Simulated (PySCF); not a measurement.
# ICl₆: from structure and modes to constants

These are results of PySCF, UB3LYP, basis I def2-SVP with ECP28, Cl def2-SVP (scalar-relativistic core potentials, no spin–orbit coupling, density fitting), not measurements.

The doublet minimum has Oh symmetry. Masses (u): I 126.90447, Cl 34.96885.

```xyz
7
charge 0 multiplicity 2, angstrom
I     0.0000    0.0000    0.0000
Cl    0.0000    0.0000    2.4687
Cl    0.0000    0.0000   -2.4687
Cl    2.4687    0.0000    0.0000
Cl    0.0000    2.4687    0.0000
Cl   -2.4687    0.0000    0.0000
Cl    0.0000   -2.4687    0.0000
```

Harmonic wavenumbers (cm⁻¹): 89.3 (t2u, ×3), 130.5 (t1u, ×3), 131.2 (t2g, ×3), 260.0 (eg, ×2), 282.9 (a1g, ×1), 307.6 (t1u, ×3).

(1) Find the principal moments of inertia and the rotational constants. What kind of rotor is it?

(2) What is the harmonic zero-point energy?

(3) Find the vibrational entropy and heat capacity at 298.15 K.

(4) Give the standard entropy (298.15 K, 1 bar) by its translational, rotational, vibrational and spin parts, and Cp.

Results:

(1) About the centre of mass I = 852.46, 852.46, 852.46 u Å². With B = 16.8576/I this gives 0.01978, 0.01978, 0.01978 cm⁻¹. The molecule is a spherical top.

(2) Half the sum of all 15 wavenumbers, 2779/2 = 1389 cm⁻¹, which is 16.6 kJ/mol (1 cm⁻¹ = 0.0119627 kJ/mol).

(3) With u = 1.43878 ω/T, each mode gives S = R[u/(eᵘ−1) − ln(1−e⁻ᵘ)] and C = R u² eᵘ/(eᵘ−1)².
```tsv
ω (cm⁻¹)	u	S (J/(mol K))	C (J/(mol K))
89.3 (×3)	0.431	15.38	8.19
130.5 (×3)	0.630	12.30	8.05
131.2 (×3)	0.633	12.25	8.04
260.0 (×2)	1.255	6.95	7.30
282.9	1.365	6.34	7.14
307.6 (×3)	1.484	5.75	6.94
```
The sums over all modes are S = 157.3 and C = 115.4 J/(mol K); the softest mode gives 10 % of the entropy (each member, where degenerate).

(4) Sackur–Tetrode with M = 336.72 u gives 181.4; rotation with symmetry number 24 gives 106.3; vibration 157.3; spin R ln 2 = 5.8. The total is 450.7 J/(mol K), and Cp = 4 R + 115.4 = 148.7 J/(mol K).

Other isomers or separated fragments may lie lower. With an element this heavy the missing spin–orbit coupling can shift these numbers.
